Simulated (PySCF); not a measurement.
Method: PBE0 in PySCF with B def2-TZVP, Br def2-TZVP; no relativity; density-fitted integrals.

Each entry is the lowest minimum that a search over a few typed start shapes (and spin states, where more than one is plausible) found, or that minimum re-optimised at the stated level; isomers with ligand–ligand bonds, or fragments after loss of a ligand pair, can lie lower. Open shells are unrestricted.

BBr2 is a doublet of C2v symmetry with B–Br 1.878 Å (×2); Br–B–Br 126.3°. Its wavenumbers are 176, 558, 865 cm⁻¹.

(1) What changes when one electron is removed, giving BBr₂⁺?

Results:

(1) It costs 7.19 eV between the minima (7.23 eV with zero-point energy). BBr₂⁺ is a singlet of D∞h symmetry with B–Br 1.761 Å (×2); Br–B–Br 180.0°; wavenumbers 279 (×2), 339, 1275 cm⁻¹.
